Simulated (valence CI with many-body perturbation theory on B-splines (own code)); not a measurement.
## Level structure of Tm64+

Computed by configuration interaction combined with many-body perturbation theory (CI+MBPT): three valence electrons over a frozen Dirac-Fock core [He], radial functions for each j: 11 s, 11 p, 10 d, 8 f, 5 g, 2 h, with the one-electron correlation potential Σ1 (screened to all orders), the two-electron term Σ2, the three-electron term Σ3, Breit, model QED; selected single and double excitations, second order for the rest, scaled by the run's own slope (own B-spline code, finite nucleus).

No measured spectrum was set against this ion. As an estimate, large intervals hold to a few tenths of a per cent, small ones and those within an open d or f shell to about a per cent.

Levels 91 to 135 of 165, with energies above the lowest level, (2s^2 2p1/2) J=1/2. "Leading %" is the weight of the configuration and term that name the level; weights of strongly mixed levels are sums over their largest components and can fall short. In the jj column 3d3/2^4 stands for four electrons in 3d with j = 3/2. Lifetimes count E1, E2, E3, M1 and M2 decay at the calculated energies, and are blank where another channel may lead or the interval is too uncertain; long ones can be off by a factor of two.

```csv
No.,Configuration,Term,J,E (Ry),Leading %,Leading jj,Lifetime
91,2p2.3p,2P°,1/2,805.81,87,2p1/2 2p3/2 3p3/2 (99 %),2.93 fs
92,2p2.3d,2G,7/2,806.29,54,2p1/2 2p3/2 3d3/2 (99 %),34.3 fs
93,2p2.3d,2D,5/2,807.44,37,2p1/2 2p3/2 3d3/2 (98 %),693 as
94,2p2.3d,2D,3/2,807.84,47,2p1/2 2p3/2 3d3/2 (99 %),669 as
95,2p2.3d,2P,1/2,808.53,38,2p1/2 2p3/2 3d3/2 (100 %),617 as
96,2p2.3d,4D,7/2,811.08,46,2p1/2 2p3/2 3d5/2 (100 %),22.4 fs
97,2p2.3d,2G,9/2,812.39,64,2p1/2 2p3/2 3d5/2 (100 %),99.4 fs
98,2p2.3d,2P,3/2,812.42,39,2p1/2 2p3/2 3d5/2 (99 %),1.06 fs
99,2p2.3d,2F,5/2,812.52,44,2p1/2 2p3/2 3d5/2 (98 %),864 as
100,2p2.3d,2D,5/2,813.80,59,2p1/2 2p3/2 3d5/2 (99 %),580 as
101,2p2.3d,2F,7/2,814.29,70,2p1/2 2p3/2 3d5/2 (99 %),536 as
102,2p2.3d,2D,3/2,814.78,57,2p1/2 2p3/2 3d5/2 (100 %),798 as
103,2p2.3d,2P,1/2,815.19,58,2p1/2 2p3/2 3d5/2 (100 %),750 as
104,2p2.3s,4P,5/2,853.22,65,2p3/2^2 3s (100 %),12.0 fs
105,2p2.3s,2P,3/2,854.02,55,2p3/2^2 3s (100 %),4.28 fs
106,2p2.3s,2S,1/2,858.14,69,2p3/2^2 3s (100 %),6.93 fs
107,2p2.3p,4P°,3/2,859.01,27,2p3/2^2 3p1/2 (100 %),2.01 fs
108,2p2.3p,2D°,5/2,859.16,39,2p3/2^2 3p1/2 (100 %),1.99 fs
109,2p2.3p,2P°,1/2,863.67,76,2p3/2^2 3p1/2 (100 %),2.00 fs
110,2p2.3p,4D°,7/2,880.63,65,2p3/2^2 3p3/2 (100 %),2.84 fs
111,2p2.3p,2D°,5/2,880.64,52,2p3/2^2 3p3/2 (100 %),2.74 fs
112,2p2.3p,2P°,1/2,880.74,55,2p3/2^2 3p3/2 (100 %),2.63 fs
113,2p2.3p,2P°,3/2,884.21,62,2p3/2^2 3p3/2 (100 %),2.75 fs
114,2p2.3d,2D,3/2,885.76,30,2p3/2^2 3d3/2 (100 %),860 as
115,2p2.3d,4D,5/2,885.89,29,2p3/2^2 3d3/2 (98 %),848 as
116,2p2.3d,2F,7/2,885.95,39,2p3/2^2 3d3/2 (100 %),864 as
117,2p2.3d,4P,1/2,886.19,47,2p3/2^2 3d3/2 (98 %),729 as
118,2p2.3p,2P°,3/2,886.25,63,2p3/2^2 3p3/2 (100 %),2.69 fs
119,2p2.3d,2D,3/2,890.49,65,2p3/2^2 3d3/2 (93 %),923 as
120,2p2.3d,2F,7/2,890.71,52,2p3/2^2 3d5/2 (100 %),68.0 fs
121,2p2.3d,4F,9/2,890.75,64,2p3/2^2 3d5/2 (100 %),70.5 fs
122,2p2.3d,2P,1/2,891.86,58,2p3/2^2 3d5/2 (98 %),1.34 fs
123,2p2.3d,2D,5/2,893.65,60,2p3/2^2 3d5/2 (98 %),694 as
124,2p2.3d,2D,3/2,893.84,42,2p3/2^2 3d5/2 (93 %),547 as
125,2s2.4s,2S,1/2,894.66,98,2s^2 4s (98 %),7.30 fs
126,2p2.3d,2D,5/2,896.47,67,2p3/2^2 3d5/2 (99 %),996 as
127,2s2.4p,2P°,1/2,897.04,98,2s^2 4p1/2 (98 %),12.6 fs
128,2s.2p.4s,4P°,1/2,906.11,77,2s 2p1/2 4s (100 %),7.96 fs
129,2s2.4p,2P°,3/2,906.48,91,2s^2 4p3/2 (91 %),17.0 fs
130,2s2.4d,2D,3/2,908.19,97,2s^2 4d3/2 (97 %),1.61 fs
131,2s.2p.4p,4D,1/2,908.23,66,2s 2p1/2 4p1/2 (100 %),6.28 fs
132,2s.2p.4s,4P°,3/2,908.41,55,2s 2p1/2 4s (93 %),7.63 fs
133,2s.2p.4s,2P°,1/2,908.81,86,2s 2p1/2 4s (100 %),8.32 fs
134,2s.2p.4p,4D,3/2,910.41,40,2s 2p1/2 4p1/2 (98 %),6.13 fs
135,2s2.4d,2D,5/2,910.92,98,2s^2 4d5/2 (98 %),1.91 fs
```
